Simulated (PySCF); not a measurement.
Delta-SCF ions had no search for a lower state. Excitations are Tamm–Dancoff values on a coarser integration grid. The basis has no diffuse functions, so Rydberg states are missing or too high.

HBr₃Si, SMILES `Br[SiH](Br)Br` (charge 0, multiplicity 1)

Level of theory: PySCF 2.14.0 with r2SCAN-D4/def2-TZVP.

```yaml
HOMO: -7.67 eV
dipole_moment: 0.62 D
HOMO–LUMO gap: 5.95 eV
LUMO: -1.71 eV
S1 excitation (TDA): 6.08 eV
S1 oscillator strength: 0.000
T1 excitation (TDA): 5.69 eV
S1–T1 gap (TDA): 0.38 eV
vertical ionisation energy (Delta-SCF): 10.29 eV
total_energy: -8012.6498 Ha
cost: around 6 core-minutes (rough)
```

Bond lengths (Å): Br1–Si2 2.203, Si2–Br3 2.203, Si2–Br4 2.203, Si2–H5 1.470. Angles (°): Br1–Si2–Br3 110.1, Br1–Si2–Br4 110.1, Br1–Si2–H5 108.9, Br3–Si2–Br4 110.1, Br3–Si2–H5 108.9, Br4–Si2–H5 108.9.
